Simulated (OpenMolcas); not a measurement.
# Re IV: effect of the basis set

```
Program             : OpenMolcas
Method              : MS-RASPT2, IPEA 0.25 Eh, imaginary shift 0.1 Eh (closed shells correlated: 5s)
Active space        : 10 electrons in 8 orbitals (RAS1 5p, at most 2 holes; RAS2 5d)
State averaging     : 2S+1 = 5 even, 5 roots; 2S+1 = 3 even, 45 roots; 2S+1 = 1 even, 50 roots
Spin-orbit coupling : state interaction with AMFI integrals over the reference wave functions, term energies averaged over their components
```

A. ANO-R2 [8s6p5d3f1g], X2C, finite nucleus; CASPT2 step of the order of 90 core-seconds
B. ANO-RCC-VTZP [8s7p5d3f2g1h], DKH2, point nucleus; CASPT2 step roughly 2.2 core-minutes
C. ANO-RCC-VQZP [9s8p6d4f3g2h], DKH2, point nucleus; CASPT2 step roughly 4 core-minutes

Energies in cm-1 above 5d4 5D0, the measured ground level; measured values from the list in Brasseur, Gamrath and Quinet, At. Data Nucl. Data Tables 157, 101636 (2024).

```json
{"Level": "5d4 5D0 [67 %]", "A": "0.0", "B": "0.0", "C": "0.0", "Measured": "0.0"}
{"Level": "5d4 5D1", "A": "3250", "B": "3160", "C": "3340", "Measured": "3084"}
{"Level": "5d4 5D2", "A": "6300", "B": "6170", "C": "6430", "Measured": "5979"}
{"Level": "5d4 5D3", "A": "8810", "B": "8670", "C": "8930", "Measured": "8350"}
{"Level": "5d4 5D4 [75 %]", "A": "10720", "B": "10590", "C": "10770", "Measured": "10121"}
{"Level": "5d4 3P0(1) [56 %]", "A": "15840", "B": "15810", "C": "15740", "Measured": ""}
{"Level": "5d4 3H4 [59 %]", "A": "18220", "B": "18280", "C": "17920", "Measured": "16946"}
{"Level": "5d4 3P1(1)", "A": "21250", "B": "21250", "C": "21120", "Measured": "19340"}
{"Level": "5d4 3G3 [60 %]", "A": "21560", "B": "21640", "C": "21290", "Measured": "19817"}
{"Level": "5d4 3F2(1) [69 %]", "A": "21880", "B": "22020", "C": "21630", "Measured": "19851"}
{"Level": "5d4 3H5", "A": "22410", "B": "22460", "C": "22110", "Measured": "20930"}
{"Level": "5d4 3H6", "A": "24330", "B": "24390", "C": "23980", "Measured": "22896"}
{"Level": "5d4 3P2(1) [57 %]", "A": "26560", "B": "26650", "C": "26400", "Measured": ""}
{"Level": "5d4 3F3(1) [52 %]", "A": "28760", "B": "28890", "C": "28510", "Measured": ""}
{"Level": "5d4 3D3 [54 %]", "A": "30640", "B": "30730", "C": "30460", "Measured": ""}
{"Level": "5d4 3G5", "A": "32290", "B": "32260", "C": "32050", "Measured": "30052"}
{"Level": "5d4 3D1", "A": "34070", "B": "34170", "C": "33940", "Measured": "31543"}
{"Level": "5d4 1I6", "A": "34230", "B": "34300", "C": "33800", "Measured": "32396"}
{"Level": "5d4 1S0(1)", "A": "39150", "B": "39190", "C": "38980", "Measured": "36484"}
{"Level": "5d4 1F3 [67 %]", "A": "41170", "B": "41440", "C": "40900", "Measured": "38458"}
{"Level": "5d4 3P2(2)", "A": "45080", "B": "45470", "C": "44840", "Measured": ""}
{"Level": "5d4 3F4(2) [61 %]", "A": "47590", "B": "47880", "C": "47340", "Measured": ""}
{"Level": "5d4 3F2(2) [71 %]", "A": "49080", "B": "49440", "C": "48860", "Measured": ""}
{"Level": "5d4 3F3(2)", "A": "49830", "B": "50210", "C": "49610", "Measured": "46525"}
```

Deviations, from unrounded energies. A percentage is the sum of absolute deviations over the sum of measured energies, with the sign that they share, or ± where signs differ.

```csv
Against measurement,Levels,A,B,C
mean absolute deviation (cm-1),16,1700,1700,1500
fine structure of the ground term (%),4,+5.6,+3.8,+7.0
other terms of the ground configuration (%),12,+7.5,+7.9,+6.6
```

C lies closest to measurement on these levels and B furthest from it. The largest miss of C in the table is 5d4 3F3(2), by +3100 cm-1. The ranking rests on the paired levels alone, and a cruder setting can come out closer through cancelling errors.

The two smallest mean deviations differ by little beside CASPT2's spread within terms, so their order carries little weight.

Among A to C the level of the table that moves most is 5d4 3P2(2), by 630 cm-1 (lowest in C, highest in B). Moves below CASPT2's spread within the term are not significant.

Term energies are means over components that CASPT2 splits; among the terms shown or strongly mixed into the levels shown the widest spread is 1300 cm-1 (5d4 1I, B). Active for correlation alone: 5p; no level in the range computed is led by a configuration that opens it, so any true level of that kind is missing. The CASPT2 spread within a term exceeds the gap to the next term for 5d4 3P(1) and 5d4 3H, 5d4 1I and 5d4 3D, 5d4 3P(2) and 5d4 3F(2), so the order of their levels is uncertain, and so are names and mixing where such terms share a J. Measured partners are found by configuration, term and J. A level has none where our copy of the source lacks it or the pairing is in doubt (some pairs that miss far off the trend of their configuration count as doubtful), and it then counts in no deviation. Only configurations of the active space appear. Levels that lie high or do not pair safely by name in every column are left out.

A share in square brackets marks a mixed level and gives the weight of the term that names it, the lowest over the columns. A number in round brackets counts repeated terms of one configuration in the order of the reference energies.
